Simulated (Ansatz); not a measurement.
Consider the formal exchange of groups at the Si–N bond: `N[SiH3]` + `[OH][GeH2][SiH3]` → `[OH][GeH2][SiH2][SiH3]` + NH₃.

Calculated with Ansatz (gas phase, PBE0-D4/def2-TZVP geometries, no zero-point term in ΔE). CCSD(T)/CBS is the MP2 limit (def2-TZVPP, def2-QZVPP) plus CCSD(T) − MP2 in def2-TZVPP, frozen cores. This one scheme is used for every species. DFT in def2-TZVPP. HSE06 is defined as in plane-wave codes. For Ge outer-core shells are correlated without core-valence functions, which leaves a few kJ/mol of doubt a bond. Scalar relativity is left out up to krypton. One conformer a species, not always the lowest.

Q: Is it downhill or uphill in electronic energy at CCSD(T)/CBS, and by how much? (An estimate is asked.)

A: Computed: Uphill: ΔE = +31.4 kJ/mol.

Q: What do these levels give: BLYP-D4, HSE06-D4, ωB97M-V, HF/def2-SVP, SCS-MP2/def2-TZVPP, CCSD(T)/def2-TZVPP? (Estimate.)

A: Ansatz gave: BLYP-D4 28.4, HSE06-D4 19.1, ωB97M-V 37.4, HF/def2-SVP 50.2, SCS-MP2/def2-TZVPP 42.6, CCSD(T)/def2-TZVPP 31.8 kJ/mol.

Largest T1 diagnostic among the species: 0.013.

Leaving LDA and LC-ωPBE aside and taking each functional with its dispersion term where it has one, the values, not all of them listed here, spread over 26.0 kJ/mol, from PBE-D4 to CAM-B3LYP-D4. In def2-TZVPP, CCSD(T) changes the Hartree–Fock value by −24.6 kJ/mol (the triples alone add −3.7 kJ/mol) and MP2 by −18.6 kJ/mol.
